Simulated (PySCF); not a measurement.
Match the calculated data to a structure.

| technique | computed result |
| --- | --- |
| 13C NMR | chemical shifts (computed TMS as zero) by class: 92.9 (1 C), 84.4 (1 C), 74.8 (1 C), 61.6 (1 C), 61.6 (1 C) ppm [GIAO PBE0/pcSseg-1] |
| Triplet | lowest triplet excitation (Tamm–Dancoff): 6.95 eV [TDA PBE0/def2-SVPD] |
| Polarisability | 73.5 au [PBE0/def2-SVPD] |
| Dipole | 1.85 D [PBE0/def2-SVPD] |
| Rotational structure | rotational constants A, B, C: 3.225, 1.111, 0.874 GHz [GFN2-xTB] |
| 1H NMR | chemical shifts (computed TMS as zero) by class: 5.11 (1 H), 4.71 (1 H), 3.76 (3 H), 3.73 (1 H), 3.55 (3 H), 3.45 (1 H), 2.93 (1 H) ppm [GIAO PBE0/pcSseg-1] |

Electronic properties: PySCF, gas phase, density fitting. Levels stand in brackets. The structure is a single GFN2-xTB conformer in the gas phase; no vibrational or solvent corrections. NMR values are class means; diastereotopic atoms form classes of their own.

Task: Which candidate is it?
A. `CO[C@](C)(F)C(F)(F)F`
B. `COC[C@@H](CF)OC`
C. `CCO[C@H](C)OCF`
D. `FCCCOC(F)(F)F`

Result: B. It is `COC[C@@H](CF)OC`. Numbering: `[CH3:1][O:2][CH2:3][C@@H:4]([CH2:5][F:6])[O:7][CH3:8]`. Its formula, C5H11FO2, gives 0 degrees of unsaturation, so no ring and no π bond. 5 carbons fall into 5 classes; from least to most shielded: sp3 C–F carbon [C5] (92.9 ppm), sp3 carbon bound to oxygen [C4] (84.4 ppm), sp3 carbon bound to oxygen [C3] (74.8 ppm), methoxy carbon [C1] (61.6 ppm), methoxy carbon [C8] (61.6 ppm). Hydrogen classes from least to most shielded: 1 H on an sp3 C–F carbon, C5 (5.11 ppm), 1 H on an sp3 C–F carbon, C5 (4.71 ppm), 3 H on a methoxy carbon, C8 (3.76 ppm, a mean of values up to 0.6 ppm apart in this geometry), 1 H on an sp3 carbon bound to oxygen, C4 (3.73 ppm), 3 H on a methoxy carbon, C1 (3.55 ppm, a mean of values up to 0.7 ppm apart in this geometry), 1 H on an sp3 carbon bound to oxygen, C3 (3.45 ppm), 1 H on an sp3 carbon bound to oxygen, C3 (2.93 ppm). The optimised geometry has point group C1 and is an asymmetric top.

The others, at the same levels:
- `CCO[C@H](C)OCF` fails: its computed 13C shifts are 111.8 (1 C), 106.1 (1 C), 67.8 (1 C), 26.9 (1 C), 17.5 (1 C) ppm, 1H shifts are 5.78 (1 H), 5.51 (1 H), 4.70 (1 H), 4.16 (1 H), 3.25 (1 H), 1.58 (3 H), 1.34 (3 H) ppm and rotational constant A is 4.182 GHz (against 3.225 GHz).
- `CO[C@](C)(F)C(F)(F)F` fails: it has 6 hydrogens where the 1H data count 11; its computed 13C shifts are 130.9 (1 C), 114.8 (1 C), 55.2 (1 C), 24.1 (1 C) ppm, 1H shifts are 3.84 (3 H), 1.71 (3 H) ppm and rotational constant A is 2.039 GHz (against 3.225 GHz).
- `FCCCOC(F)(F)F` fails: it has 6 hydrogens where the 1H data count 11; its computed 13C shifts are 130.9 (1 C), 81.3 (1 C), 66.0 (1 C), 34.9 (1 C) ppm, 1H shifts are 4.95 (2 H), 4.41 (2 H), 1.95 (2 H) ppm and smallest rotational constant is 0.736 GHz (against 0.874 GHz).

Each candidate is one conformer, not necessarily the lowest. Dipoles, sizes and rotational constants follow the conformer. The torsions of the flexible species, by atom-mapped SMILES:
- `[CH3:1][O:2][CH2:3][C@@H:4]([CH2:5][F:6])[O:7][CH3:8]`: C1–O2–C3–C4 179°, O2–C3–C4–C5 61°, C3–C4–C5–F6 -158°, C3–C4–O7–C8 166°
- `[CH3:1][CH2:2][O:3][C@H:4]([CH3:5])[O:6][CH2:7][F:8]`: C1–C2–O3–C4 174°, C2–O3–C4–C5 -174°, O3–C4–O6–C7 -146°, C4–O6–C7–F8 -72°
- `[CH3:1][O:2][C@:3]([CH3:4])([F:5])[C:6]([F:7])([F:8])[F:9]`: C1–O2–C3–C4 180°, O2–C3–C6–F7 -166°
- `[F:1][CH2:2][CH2:3][CH2:4][O:5][C:6]([F:7])([F:8])[F:9]`: F1–C2–C3–C4 68°, C2–C3–C4–O5 68°, C3–C4–O5–C6 176°, C4–O5–C6–F7 59°
